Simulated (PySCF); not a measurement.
Compound: C₆H₈O₂S.
SMILES: `C=COC(=O)CC(C)=S`

The closed-shell SCF was solved with PySCF and density fitting under several settings on one GFN2-xTB geometry (grid level 2 and gas phase unless stated).

```
                                   settings  basis functions  SCF cycles     E (Eh)  HOMO (eV)  LUMO (eV)  dipole (D)
                              PBE0/pcSseg-1              200          15  -781.4242      -6.51      -2.24        1.83
                             PBE0/def2-SVPD              257          15  -781.1048      -6.55      -2.32        1.87
                           BHandHLYP/6-31G*              146          14  -781.8087      -7.47      -0.98        2.02
HCTH407/pcSseg-1, energy threshold 1e-07 Eh              200          12  -782.0033      -5.36      -3.18        1.80
```

Estimate the rows for these settings: (1) PBE0/3-21G, fitting basis def2-qzvpp-jkfit; (2) B97-D/def2-SVPD, IEF-PCM water; (3) B97-2/ANO-RCC-VDZP.

```csv
settings,basis functions,SCF cycles,E (Eh),HOMO (eV),LUMO (eV),dipole (D)
"PBE0/3-21G, fitting basis def2-qzvpp-jkfit",101,12,-777.3943,-6.38,-2.02,2.20
"B97-D/def2-SVPD, IEF-PCM water",257,17,-781.4361,-5.48,-3.11,2.88
B97-2/ANO-RCC-VDZP,170,15,-781.8048,-6.21,-2.27,1.83
```

Over all rows, what range does the HOMO–LUMO gap span?

From 2.18 eV (HCTH407/pcSseg-1, energy threshold 1e-07 Eh) to 6.49 eV (BHandHLYP/6-31G*). The functional of the narrowest has no exact exchange, that of the widest 50 % exact exchange.

And the dipole moment?

From 1.80 D (HCTH407/pcSseg-1, energy threshold 1e-07 Eh) to 2.88 D (B97-D/def2-SVPD, IEF-PCM water); the largest is 1.60 times the smallest, and the median is 1.87 D.

Compare two rows with the functional PBE0: PBE0/pcSseg-1 and PBE0/3-21G, fitting basis def2-qzvpp-jkfit. Which energy is lower, and by how much?

PBE0/pcSseg-1 (200 functions) lies 4.0299 Eh or 2529 kcal/mol below PBE0/3-21G, fitting basis def2-qzvpp-jkfit (101 functions).

B97-D ran without the empirical dispersion term, which would shift the total energy alone. Cycle counts include a coarse-grid stage where the run had one. All basis functions are spherical, in the Pople sets too. ANO-RCC sets were contracted for a scalar-relativistic Hamiltonian, but ran non-relativistically here. The species at its GFN2-xTB geometry (one conformer only).

Conformer computed: `[CH2:1]=[CH:2][O:3][C:4](=[O:5])[CH2:6][C:7]([CH3:8])=[S:9]`: C1–C2–O3–C4 -179°, C2–O3–C4–O5 1°, O3–C4–C6–C7 111°, C4–C6–C7–C8 76°.
